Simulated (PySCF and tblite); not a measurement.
Results of a calculation; reference values are marked as such.
C₄H₄O₄S, numbered as in [CH2:1]=[C:2]1[CH2:3][S:4](=[O:5])(=[O:6])[O:7][C:8]1=[O:9].

Conformers came from 150 starts (ETKDG, MMFF94s, GFN2-xTB); geometries are GFN2-xTB. Free energies are PBE0-D3(BJ)/pcSseg-1 single points with GFN2-xTB rigid-rotor and vibrational terms (modes under about 100 cm⁻¹ blended into free rotors). Symmetry numbers and mirror images are counted. Conformers within 2.5 kcal/mol (GFN2-xTB free energy) were kept, 4 at most. GIAO shieldings: PBE0/pcSseg-1. Shifts are against TMS (¹H), TMS (¹³C) at the same level; of two unlike H on one atom, a is the less shielded. Programs: PySCF with density fitting and tblite.

Question: List the conformer-averaged shifts at 298.15 K.

Answer: ¹H: 7.32 (H1a, 1H), 6.35 (H1b, 1H), 3.98 (H3, 2H) ppm. ¹³C: 164.8 (C8), 139.8 (C1), 137.7 (C2), 59.6 (C3) ppm.

Shifts are unscaled: against experiment ¹³C can be off by 15 ppm or more and ¹H by 0.8 ppm.
